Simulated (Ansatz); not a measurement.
**A ladder of methods for AlF3 (SMILES F[Al](F)F)**

AlF3 has 4 atoms, charge 0, and is taken as a singlet. SMILES: `F[Al](F)F`. The shape was relaxed beforehand at wB97X-V/def2-SVP.

Quantity: the adiabatic ionisation energy (to the doublet cation, shapes relaxed at wB97X-V/def2-SVP, no zero-point term), in eV. The values are calculated.

```json
{"level": "HF/def2-TZVPP", "kind": "Hartree–Fock", "program": "Ansatz", "value (eV)": "13.85"}
{"level": "PBE/def2-TZVPP", "kind": "GGA", "program": "Ansatz", "value (eV)": "13.60"}
{"level": "r2SCAN/def2-TZVPP", "kind": "meta-GGA", "program": "Ansatz", "value (eV)": "13.80"}
{"level": "B3LYP/def2-TZVPP", "kind": "global hybrid", "program": "Ansatz", "value (eV)": "14.09"}
{"level": "CAM-B3LYP/def2-TZVPP", "kind": "range-separated hybrid", "program": "Ansatz", "value (eV)": "14.31"}
{"level": "B2PLYP/def2-TZVPP", "kind": "double hybrid", "program": "Ansatz", "value (eV)": "14.26"}
{"level": "RPA@PBE/def2-TZVPP", "kind": "RPA", "program": "Ansatz", "value (eV)": "13.98"}
{"level": "MP2/def2-TZVPP", "kind": "perturbation theory", "program": "Ansatz", "value (eV)": "15.18"}
```

The values span 13.60 to 15.18 eV.
